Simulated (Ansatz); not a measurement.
Ga₆N₆, a cluster cut from wurtzite GaN (bare), relaxed as a singlet with RKS PBE-D4/def2-SVP in Ansatz, starting from the GFN2-xTB geometry. Force threshold 0.03 eV/Å.

Start:

```xyz
12

N    -0.661   -0.979   -1.966
Ga   -1.007    0.853   -1.542
Ga   -1.533   -1.327   -0.100
N    -2.252    0.435    0.083
N     0.002    2.202   -0.641
Ga   -0.954    1.448    1.056
Ga    0.954   -1.447   -1.056
N    -0.002   -2.204    0.640
N     2.250   -0.435   -0.082
Ga    1.533    1.327    0.099
Ga    1.007   -0.853    1.542
N     0.661    0.980    1.967
```

```csv
step,energy (eV),largest force component (eV/Å),SCF passes
1,-323104.6658,0.638,30
2,-323104.8038,0.157,24
3,-323104.8119,0.069,24
4,-323104.8146,0.014,24
```

Force components are those of the run's own axes.

End:

Cartesian coordinates in Å:
```
N -0.687 -0.999 -1.952
Ga -0.994 0.835 -1.507
Ga -1.500 -1.302 -0.107
N -2.252 0.449 0.050
N -0.017 2.214 -0.613
Ga -0.932 1.424 1.029
Ga 0.932 -1.424 -1.029
N 0.017 -2.214 0.613
N 2.252 -0.448 -0.050
Ga 1.501 1.302 0.107
Ga 0.994 -0.835 1.507
N 0.687 0.999 1.952
```

By distances, no bond broke or formed. The bond that changes most is Ga10–N12, from 2.09 to 2.04 Å (atoms count from 1).

No frequencies were taken in this run, so the end may be a saddle point.

Hardware: 4 threads of Arm Neoverse V2 on a shared host. Wall time 26 s, peak host memory 0.83 GiB.
